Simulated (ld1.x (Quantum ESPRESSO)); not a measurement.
# Varying the TM potential for silver (Ag)

Base potential:

ld1.x (Quantum ESPRESSO) 7.5 input, shortened:

```
&input
   title='Ag', zed=47., rel=2, dft='PBE', iswitch=3,
   config='[Kr] 4d10 5s1 5p0', rel_dist='average'
 /
 &inputp
   pseudotype=2, tm=.true., lloc=2,
   nlcc=.false.
 /
3
4S  1  0   2.00   0.00  1.30  1.30  0.0
4P  2  1   6.00   0.00  1.50  1.50  0.0
4D  3  2  10.00   0.00  1.20  1.20  0.0
 &test
   configts(1)='4s2 4p6 4d10 5s1 5p0'
 /
```

Open shells are filled in proportion to 2j + 1 (rel_dist='average').

Occupied shells without a wave of their own: 5s. They enter only through the test configuration that unscreens the potential.

All-electron outer shells of the reference configuration (PBE, scalar-relativistic, ld1.x):

```csv
shell,level (eV),outermost node (bohr),outermost maximum (bohr)
3p,-557.49,0.15,0.32
3d,-358.48,–,0.27
4s,-95.05,0.44,0.82
4p,-58.57,0.44,0.87
4d,-7.44,0.43,1.04
5s,-4.40,1.11,2.49
5p,-0.74,1.25,3.86
```

Cutoffs, loose and tight: the cutoffs (Ry, on a coarse ladder) from which the occupation-weighted sum of valence levels, in a spherical-Bessel basis at the reference potential, stays within 10 and 1 mRy of its value at 400 Ry. They do not see the model core or the augmentation charge, which bear on the density cutoff. Test errors are all-electron minus pseudo excitation energies from the reference, over the configurations 4s2 4p6 4d10 5s0 5p0; 4s2 4p6 4d9 5s0 5p0; 4s2 4p6 4d8 5s0 5p0; 4s2 4p6 4d9 5s1 5p0; 4s2 4p6 4d9 5s2 5p0; 4s2 4p6 4d10 5s0.5 5p0; 4s2 4p6 4d10 5s0 5p1. A dash means not determined; rows that change the core or the reference have their own tests.

Cutoffs are not given where the Bessel-basis levels miss the radial ones by over 6 mRy, ghosts where they miss by over 20 mRy; a channel whose overlap is not positive is not tested.

| change | outcome | cutoff, loose | cutoff, tight | bound ghosts | largest test error (meV) |
| --- | --- | --- | --- | --- | --- |
| base | generated, misses its reference levels by 0.34 eV | – | – | none | -869 |
| wave 4p (bound): rc 1.50 bohr becomes 4p (bound): rc 0.98 bohr | generated, misses its reference levels by 0.34 eV | – | – | not determined | -871 |
| wave 4p (bound): rc 1.50 bohr becomes 4p (bound): rc 1.18 bohr | generated, misses its reference levels by 0.34 eV | – | – | not determined | -871 |
| wave 4p (bound): rc 1.50 bohr becomes 4p (bound): rc 1.38 bohr | generated, misses its reference levels by 0.34 eV | – | – | none | -870 |
| wave 4p (bound): rc 1.50 bohr becomes 4p (bound): rc 1.48 bohr | generated, misses its reference levels by 0.34 eV | – | – | none | -869 |
| wave 4p (bound): rc 1.50 bohr becomes 4p (bound): rc 1.70 bohr | generated, misses its reference levels by 0.34 eV | 90 Ry | 160 Ry | none | -868 |
| wave 4p (bound): rc 1.50 bohr becomes 4p (bound): rc 1.90 bohr | generated, misses its reference levels by 0.34 eV | 90 Ry | 160 Ry | none | -867 |
| wave 4p (bound): rc 1.50 bohr becomes 4p (bound): rc 2.02 bohr | generated, misses its reference levels by 0.34 eV | 90 Ry | 160 Ry | none | -868 |
| wave 4p (bound): rc 1.50 bohr becomes 4p (bound): rc 2.26 bohr | generated, misses its reference levels by 0.34 eV | 90 Ry | 160 Ry | none | -875 |

Reading the sweep of the p radius (base included, trends over the rows without a ghost): The loose cutoff stays near 90 Ry. The median size of the test errors (rows with all tests solved) stays near 384.6 meV.
